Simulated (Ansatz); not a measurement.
Start from `[F][Zr]([F])([F])[I]` and change one atom or group to get `[CH3][Zr]([F])([F])[F]`.

Ansatz, PBE0-D4/def2-TZVP geometries, multiplicity 1. 

Elements past krypton have def2 core potentials.

| property | `[F][Zr]([F])([F])[I]` |
| --- | --- |
| HOMO–LUMO gap (PBE/def2-TZVPP) / eV | 4.44 |
| size of the dipole moment (PBE/def2-TZVPP) / D | 0.09 |
| HOMO–LUMO gap (ωB97M-V/def2-TZVPP) / eV | 10.58 |
| size of the dipole moment (B3LYP/def2-TZVPP) / D | 0.17 |
| size of the dipole moment (ωB97M-V/def2-TZVPP) / D | 0.11 |
| HOMO energy (PBE/def2-TZVPP) / eV | -7.20 |

Question: Give the same properties after the change, and the shifts. (Best estimate.)

Answer: Computed: 
```csv
property,`[CH3][Zr]([F])([F])[F]`,shift
HOMO–LUMO gap (PBE/def2-TZVPP) / eV,4.88,0.44
size of the dipole moment (PBE/def2-TZVPP) / D,1.02,0.93
HOMO–LUMO gap (ωB97M-V/def2-TZVPP) / eV,11.09,0.51
size of the dipole moment (B3LYP/def2-TZVPP) / D,1.09,0.92
size of the dipole moment (ωB97M-V/def2-TZVPP) / D,0.95,0.84
HOMO energy (PBE/def2-TZVPP) / eV,-7.00,0.20
```

The zero-point energy changes by 87.6 kJ/mol with +9 modes. Dipoles are sizes alone; their direction can turn.

B3LYP here is the variant with VWN-RPA as its local correlation; programs differ in this.

Spin–orbit coupling is left out; it splits and shifts lone-pair levels of the heavy atoms by tenths of an eV.
